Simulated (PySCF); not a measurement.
A run for PySCF: R-MP2/6-31G* on BF3 (SMILES FB(F)F) with ghost functions, monomers drawn apart or pushed together.

```python
from pyscf import gto, scf, dft, mp
from pyscf.data.elements import chemcore

mol = gto.M(
    atom='''
    F    -0.55505574   -1.01569417    0.57119223
    B    -0.06718219    0.21498355    0.94590464
    F    -0.79610066    1.27626708    0.45882683
    F     1.29214650    0.34956323    0.78141550
    ghost-C    0.39335867   -0.81392626    3.61394762
    ghost-N   -0.30489887    0.24408682    2.84508906
    ghost-H    1.45872525   -0.72936880    3.41777904
    ghost-H    0.04431773   -1.77926516    3.25763636
    ghost-H    0.19964161   -0.71578873    4.68104211
    ghost-H   -0.00370595    1.16697765    3.14953613
    ghost-H   -1.30923883    0.19716087    3.00077010
    ''',
    basis='6-31g*',
    cart=True,
    charge=0, spin=0, verbose=3, max_memory=1800)
mf = scf.RHF(mol)
mf.conv_tol = 1e-8
mf.max_cycle = 100
mf.kernel()
if not mf.converged:
    mf = mf.newton().run(mf.mo_coeff, mf.mo_occ)
pt = mp.MP2(mf, frozen=chemcore(mol)).run()
```

Program output:

```
converged SCF energy = -323.148939142574
E(RMP2) = -323.744754093513  E_corr = -0.595814950938119
E(SCS-RMP2) = -323.718262534149  E_corr = -0.569323391574048
```

The calculation finished and met its thresholds.

Cost: very roughly 2.4 core-seconds.
